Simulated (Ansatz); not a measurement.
System: SiHSF$_{3}$, charge 0, singlet. SiHSF3 (trifluoro(sulfanyl)silane, SMILES F[Si](F)(F)S).
B3LYP-D3(BJ)/def2-TZVP minimum from Ansatz (a program for electronic structure):
```
Si
F 1 1.5772
F 1 1.5794 2 108.53
F 1 1.5794 2 108.53 3 114.85
S 1 2.0994 2 107.59 4 122.57
H 5 1.3461 1 92.93 2 -180.00
```

Quantity: atomisation energy (electronic, to ground-state atoms), in kcal/mol. Radicals and triplets start from unrestricted determinants; spin-orbit coupling is neglected. CBS(X,Y): correlation extrapolated as X^-3, Hartree-Fock from the larger set (Q,5: extrapolated as (X+1)exp(-9√X)). A bracket is a step between two methods taken in the basis named. Functionals run without relativity, which enters their misses. Double hybrids freeze cores in their MP2 part. 'core' is core correlation in cc-pwCVTZ (1s frozen past Ne), 'X2C' scalar relativity in cc-pVTZ-DK, both at CCSD(T). For partners of very few electrons the exact lower level stands in for a higher one.

CCSD(T)/CBS(cc-pV(Q+d)Z,cc-pV(5+d)Z) + [CCSDT(Q) - CCSD(T)]/cc-pV(D+d)Z + core + X2C (Ansatz) gives 596.5 kcal/mol.

Task: How far off this value is PBE/def2-TZVPD (Ansatz), in which direction, and which of these levels come nearer: r2SCAN/def2-TZVPD, B3LYP/def2-TZVPD, PBE0/def2-TZVPD, wB97M-V/def2-TZVPD, B2PLYP/def2-TZVPD, CCSD(T)/CBS(cc-pV(Q+d)Z,cc-pV(5+d)Z) + core + X2C?

Result: PBE gives 591.5 kcal/mol, 5.0 kcal/mol below it. Differences of the others: r2SCAN/def2-TZVPD (Ansatz) -6.1; B3LYP/def2-TZVPD (Ansatz) -21.9; PBE0/def2-TZVPD (Ansatz) -19.8; wB97M-V/def2-TZVPD (Ansatz) -6.4; B2PLYP/def2-TZVPD (Ansatz) -16.3; CCSD(T)/CBS(cc-pV(Q+d)Z,cc-pV(5+d)Z) + core + X2C (Ansatz) -0.8 kcal/mol. Nearer than PBE: CCSD(T)/CBS(cc-pV(Q+d)Z,cc-pV(5+d)Z) + core + X2C.
